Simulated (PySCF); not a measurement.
HHfO: from structure and modes to constants

All numbers come from UPBE0/[Hf def2-TZVP with ECP60, O def2-TZVP, H def2-TZVP], scalar-relativistic core potentials, density fitting, no spin–orbit coupling, PySCF.

The doublet minimum has Cs symmetry. Masses (u): Hf 179.94655, O 15.99492, H 1.00782.

```xyz
3
charge 0 multiplicity 2, angstrom
Hf   -0.0942   -0.0097    0.1013
O     1.0001    0.1035   -1.2392
H     1.0130    0.1048    1.5859
```

Harmonic wavenumbers (cm⁻¹): 529.1 (a', ×1), 966.6 (a', ×1), 1675.3 (a', ×1).

(1) Find the principal moments of inertia and the rotational constants. What kind of rotor is it?

(2) Find the vibrational entropy and heat capacity at 298.15 K.

Results:

(1) About the centre of mass I = 3.2299, 44.542, 47.772 u Å². With B = 16.8576/I this gives 5.219, 0.3785, 0.3529 cm⁻¹. The molecule is an asymmetric top with κ = -0.99.

(2) With u = 1.43878 ω/T, each mode gives S = R[u/(eᵘ−1) − ln(1−e⁻ᵘ)] and C = R u² eᵘ/(eᵘ−1)².
| ω (cm⁻¹) | u | S (J/(mol K)) | C (J/(mol K)) |
| --- | --- | --- | --- |
| 529.1 | 2.553 | 2.47 | 4.96 |
| 966.6 | 4.665 | 0.45 | 1.74 |
| 1675.3 | 8.085 | 0.02 | 0.17 |
The sums over all modes are S = 2.9 and C = 6.9 J/(mol K); the softest mode gives 84 % of the entropy.

This need not be the most stable arrangement of these atoms. With open d or f shells other occupations or spin states may lie lower. With an element this heavy the missing spin–orbit coupling can shift these numbers.
